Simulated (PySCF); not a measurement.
Computed IR spectrum (relative IR intensity) of a molecule C5H8S. Geometry optimised at r2SCAN-D4/def2-SVP. Other conformers were not sampled. Level of theory: r2SCAN-D4/def2-SVP run with PySCF 2.14.0. Frequencies are harmonic and unscaled.

Lines under 2 % of the strongest are left out, and lines within 2 cm⁻¹ are merged.

| ν (cm⁻¹) | relative intensity |
|---|---|
| 72 | 2.2 |
| 171 | 2.4 |
| 283 | 3.2 |
| 335 | 3.8 |
| 480 | 3.2 |
| 542 | 8.2 |
| 642 | 6.2 |
| 655 | 57 |
| 664 | 47 |
| 872 | 2.6 |
| 952 | 6.2 |
| 967 | 5.3 |
| 1014 | 29 |
| 1099 | 12 |
| 1223 | 9.1 |
| 1297 | 8.6 |
| 1375 | 4.3 |
| 1435 | 11 |
| 1452 | 4.1 |
| 1459 | 25 |
| 1468 | 3.7 |
| 2202 | 4.1 |
| 3032 | 28 |
| 3041 | 24 |
| 3140 | 14 |
| 3142 | 9.6 |
| 3158 | 8.9 |
| 3161 | 3.4 |
| 3477 | 100 |

Q: Identify the compound among the candidates.
A. C=C=CCCS
B. C#C[C@H](C)SC
C. CCC#CCS
D. C/C=C1/CCS1

A: B, C#C[C@H](C)SC
